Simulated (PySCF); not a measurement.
## Kr⁺: excitation energy

Kr⁺ [Ar] 3d10 4s2 4p5 (2P) → Kr⁺ [Ar] 3d10 4s1 4p6 (2S), as a difference of total energies. Computed with PySCF 2.14 in x2c-TZVPPall, with scalar relativity by spin-free X2C-1e. Correlated levels: valence: [Ar] 3d10 frozen; valence and next inner shell: [Ne] frozen. The calculations carry no spin-orbit coupling.

```json
{"method": "UHF", "excitation energy (cm⁻¹)": "143820", "error (cm⁻¹)": "+36607"}
{"method": "LDA", "excitation energy (cm⁻¹)": "115910", "error (cm⁻¹)": "+8697"}
{"method": "PBE", "excitation energy (cm⁻¹)": "116630", "error (cm⁻¹)": "+9425"}
{"method": "PBE0", "excitation energy (cm⁻¹)": "123460", "error (cm⁻¹)": "+16254"}
{"method": "r2SCAN", "excitation energy (cm⁻¹)": "121930", "error (cm⁻¹)": "+14716"}
{"method": "r2SCAN0", "excitation energy (cm⁻¹)": "127030", "error (cm⁻¹)": "+19820"}
{"method": "wB97M-V", "excitation energy (cm⁻¹)": "124410", "error (cm⁻¹)": "+17196"}
{"method": "PW91", "excitation energy (cm⁻¹)": "116740", "error (cm⁻¹)": "+9532"}
{"method": "M06-2X", "excitation energy (cm⁻¹)": "124680", "error (cm⁻¹)": "+17475"}
{"method": "ROHF", "excitation energy (cm⁻¹)": "143650", "error (cm⁻¹)": "+36438"}
{"method": "MP2 (valence)", "excitation energy (cm⁻¹)": "124980", "error (cm⁻¹)": "+17771"}
{"method": "SCS-MP2 (valence)", "excitation energy (cm⁻¹)": "122870", "error (cm⁻¹)": "+15655"}
{"method": "MP2 (valence and next inner shell)", "excitation energy (cm⁻¹)": "125130", "error (cm⁻¹)": "+17922"}
{"method": "SCS-MP2 (valence and next inner shell)", "excitation energy (cm⁻¹)": "122850", "error (cm⁻¹)": "+15637"}
```

Reference: 107210 cm⁻¹ (measured; NIST levels, between the centres of gravity of the two terms).

Errors of the correlated levels include the incompleteness of this basis and the frozen core.

Every method misses the reference by a wide margin, which points to the basis or the choice of state and not to the methods.
